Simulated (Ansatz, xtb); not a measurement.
Ranking isomers of C3HClFNSe

5 gas-phase structures of C3HClFNSe, from a drawn sample of its isomers (lower ones may exist). Each was relaxed with GFN2-xTB:

A. `Fc1n[se]cc1Cl`, a singlet
B. `Fc1cnc(Cl)[se]1`, a singlet
C. `Fc1cn[se]c1Cl`, a singlet
D. `Fc1cc(Cl)[se]n1`, a singlet
E. `Fc1nc[se]c1Cl`, a singlet

Task: Make a reasoned guess at their ranking by r2SCAN-D4/def2-SVP single-point energy.

Result: Calculated order at r2SCAN-D4/def2-SVP: D (0.0), E (0.1), A (0.9), B (3.9), C (8.9) kcal/mol. Less than 1 kcal/mol parts D and E; E and A, so the order within those pairs means little.

Energies above the lowest of each column, in kcal/mol; the last columns are at PBE-D3(BJ)/def2-SVP geometries:

| structure | GFN2-xTB | HF/STO-3G | r2SCAN-D4/def2-SVP | PBE-D3(BJ)/def2-SVP | CCSD(T)/def2-SVP + ΔMP2/def2-TZVPP |
| --- | --- | --- | --- | --- | --- |
| D | 0.2 | 0.9 | 0.0 | 0.0 | 0.0 |
| E | 4.1 | 0.9 | 0.1 | 0.3 | 3.3 |
| A | 0.0 | 0.0 | 0.9 | 0.9 | 0.3 |
| B | 3.2 | 1.1 | 3.9 | 3.0 | 7.3 |
| C | 5.1 | 5.7 | 8.9 | 7.9 | 8.5 |

CCSD(T)/def2-SVP + ΔMP2/def2-TZVPP has A and D within 1 kcal/mol of each other at the bottom, and every level picks one of them. CCSD(T)/def2-SVP + ΔMP2/def2-TZVPP orders those it was run on as D (0.0), A (0.3), E (3.3), B (7.3), C (8.5) kcal/mol. Less than 1 kcal/mol parts D and A, so the order within that pair means little. ΔMP2 is the change of the MP2 energy from the smaller to the larger basis.

Over these structures GFN2-xTB departs from r2SCAN-D4/def2-SVP by 1.8 kcal/mol on average once a common shift is removed. A GFN2-xTB relaxation took about 0.16 s and the r2SCAN-D4/def2-SVP energy about 3.3 s on a shared host (Ansatz 0.2.0, xtb 6.7.1).
